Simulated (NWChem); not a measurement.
System: SnH2F2; SMILES [F][SnH2][F]

Here is an NWChem input.

```
start job
memory heap 200 mb stack 900 mb global 1100 mb
geometry units angstroms noautoz
  Sn     0.000000     0.000000    -0.266681
  F     -1.516455     0.000000     0.928190
  F      1.516455     0.000000     0.928190
  H      0.000000     1.494624    -1.075845
  H      0.000000    -1.494624    -1.075845
end
basis spherical
  * library def2-svpd
end
ecp
  Sn library def2-ecp
end
dft
  xc r2scan
  iterations 150
  vectors input atomic output neutral.movecs
end
task dft energy
charge 1
dft
  odft
  mult 2
  vectors input atomic output cation.movecs
end
task dft energy
charge -1
dft
  odft
  mult 2
  vectors input atomic output anion.movecs
end
task dft energy
```

Output (shortened):

```
             Northwest Computational Chemistry Package (NWChem) 7.3.0
             --------------------------------------------------------

 C2V symmetry detected

                             Geometry "geometry" -> ""
                             -------------------------

 Output coordinates in angstroms (scale by  1.889725989 to convert to a.u.)

  No.       Tag          Charge          X              Y              Z
 ---- ---------------- ---------- -------------- -------------- --------------
    1 Sn                  50.0000     0.00000000     0.00000000    -0.28413357
    2 F                    9.0000    -1.51645500     0.00000000     0.91073743
    3 F                    9.0000     1.51645500     0.00000000     0.91073743
    4 H                    1.0000     0.00000000     1.49462400    -1.09329757
    5 H                    1.0000     0.00000000    -1.49462400    -1.09329757

 Effective nuclear repulsion energy (a.u.)     298.6457445717

      Symmetry information
      --------------------

 Group name             C2v
 Group number             16
 Group order               4
 No. of unique centers     3

                                 NWChem DFT Module
                                 -----------------

 Summary of "ao basis" -> "ao basis" (spherical)
 ------------------------------------------------------------------------------
       Tag                 Description            Shells   Functions and Types
 ---------------- ------------------------------  ------  ---------------------
 Sn                        def2-svpd                12       32   5s4p3d
 F                         def2-svpd                 9       23   4s3p2d
 H                         def2-svpd                 4        8   2s2p

      Symmetry analysis of basis
      --------------------------

        a1         37
        a2         12
        b1         25
        b2         20

            General Information
            -------------------
          SCF calculation type: DFT
          Wavefunction type:  closed shell.
          No. of atoms     :     5
          No. of electrons :    42
           Alpha electrons :    21
            Beta electrons :    21
          Charge           :     0
          Spin multiplicity:     1
          Use of symmetry is: on ; symmetry adaption is: on
          Maximum number of iterations: 150
          AO basis - number of functions:    94
                     number of shells:    38
          Convergence on energy requested:  1.00D-06
          Convergence on density requested:  1.00D-05
          Convergence on gradient requested:  5.00D-04

              XC Information
              --------------
                      r^2SCAN Method XC Functional
               r^2SCAN metaGGA Exchange Functional  1.000
                     r^2SCAN Correlation Potential  1.000

             Grid Information
             ----------------
          Grid used for XC integration:  medium
          Radial quadrature: Mura-Knowles
          Angular quadrature: Lebedev.
          Tag              B.-S. Rad. Rad. Pts. Rad. Cut. Ang. Pts.
          ---              ---------- --------- --------- ---------
          Sn                  1.45      123           9.0       590
          F                   0.50       49          11.0       434
          H                   0.35       45          10.0       434
          Grid pruning is: on
          Number of quadrature shells:   217
          Spatial weights used:  Erf1

      Superposition of Atomic Density Guess
      -------------------------------------

 Sum of atomic energies:        -448.68573521

      Non-variational initial energy
      ------------------------------

 Total energy =    -412.901444
 1-e energy   =    -940.138503
 2-e energy   =     384.170940
 HOMO         =      -0.388293
 LUMO         =      -0.011154

      Symmetry analysis of molecular orbitals - initial
      -------------------------------------------------

  Numbering of irreducible representations:

     1 a1          2 a2          3 b1          4 b2

  Orbital symmetries:

     1 a1          2 b1          3 a1          4 b2          5 a1
     6 b1          7 a1          8 b1          9 b2         10 a1
    11 a2         12 a1         13 b1         14 a1         15 b1
    16 b2         17 a1         18 a2         19 b1         20 a1
    21 b2         22 a1         23 b1         24 a1         25 a1
    26 b2         27 a2         28 b1         29 a1         30 a1
    31 b2

   convergence    iter        energy       DeltaE   RMS-Dens  Diis-err
 ---------------- ----- ----------------- --------- --------- ---------
 d= 0,ls=0.0,diis     1   -414.9475842332 -5.58D+02  2.60D-02  1.01D+00
 d= 0,ls=0.0,diis     2   -414.3303154660  6.17D-01  1.66D-02  7.84D+00
 d= 0,ls=0.0,diis     3   -415.0741594463 -7.44D-01  1.36D-03  7.97D-03
 d= 0,ls=0.0,diis     4   -415.0749602708 -8.01D-04  5.88D-04  2.05D-03
 d= 0,ls=0.0,diis     5   -415.0751775502 -2.17D-04  8.93D-05  4.23D-05
  Resetting Diis
 d= 0,ls=0.0,diis     6   -415.0751814608 -3.91D-06  1.46D-05  9.55D-07
 d= 0,ls=0.0,diis     7   -415.0751815800 -1.19D-07  3.03D-06  1.18D-08

         Total DFT energy =     -415.075181580029
      One electron energy =     -941.488233106930
           Coulomb energy =      423.079207539141
    Exchange-Corr. energy =      -39.732275870005
 Nuclear repulsion energy =      143.066119857765

 Numeric. integr. density =       42.000017547995

                  Occupations of the irreducible representations
                  ----------------------------------------------

                     irrep           alpha         beta
                     --------     --------     --------
                     a1                9.0          9.0
                     a2                2.0          2.0
                     b1                6.0          6.0
                     b2                4.0          4.0

[...]
```

Level: r2SCAN/def2-SVPD with def2 effective core potentials on Sn, vertical spin-unrestricted ions. All runs use the structure optimised with PBE0/def2-SVP. def2 effective core potentials on Sn; no spin-orbit coupling.
